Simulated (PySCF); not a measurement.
# Structure from NMR data

Molecular formula: CH₆B₃F₂N₃O. Simulated spectra:

¹H NMR (500 MHz, computed): δ 6.29 (t, J = 88.2 Hz, 1H), 5.45 (br s, 1H), 5.02 (br s, 2H), 4.77 (br, 2H).

¹³C{¹H} NMR (computed): δ 118.2 (CH, t, J = 319.9 Hz).

PySCF 2.14 calculation with couplings computed with B3LYP/pcJ-1 (spin–dipole term only in couplings to heteroatoms), structure optimised with PBE0-D3(BJ)/def2-SVP and shielding tensors at PBE0/pcSseg-1 (GIAO); non-relativistic Hamiltonian, isolated molecule, single conformer, fast rotation and ring inversion assumed for equivalent nuclei.

Referencing at the same level of theory: ¹H and ¹³C against TMS.

Deduce the structure.

Results:


- Carbon types of the structure: 1 × CH, leaving 5 H on heteroatoms.
- δC 118.2: sp3 CH bonded to 2 F and O; 3 electronegative neighbours deshield it.
- δH 6.29: hydrogen on an sp3 CH bonded to 2 F and O; its carbon carries F and O, an electronegative neighbour.
- δH 5.45, 5.02: hydrogen on a nitrogen bonded to 2 B, in a 6-membered ring; exchangeable; this is the value without hydrogen bonding to other molecules.
- δH 4.77: hydrogen on a boron bonded to 2 N, in a 6-membered ring.

Structure: `FC(F)OB1NBNBN1`.

This is the structure that produced the data.

The OH or NH signal is concentration- and solvent-dependent in practice; the value given is the gas-phase one. Hydrogens on boron are broadened and split by ¹¹B (spin 3/2, 80 %) and 10B (spin 3). Common functionals overestimate the size of one-bond C–F couplings by tens of Hz; these are unscaled. Splittings below 1 Hz are ignored in the labels, and close J values are merged. Couplings among chemically equivalent protons are left out too, so labels in AA′BB′ or AA′XX′ sets are apparent multiplicities. Shifts are as computed. Against solution values, carbons near 30 ppm lie about +2 ppm off and those near 130 ppm about +5 ppm. Of 1313 compounds with measured shifts, 239 miss one by over three times the rms of a fit or turn the order of signals round; such compounds aren't used in these exercises. Couplings to exchangeable protons are dropped.
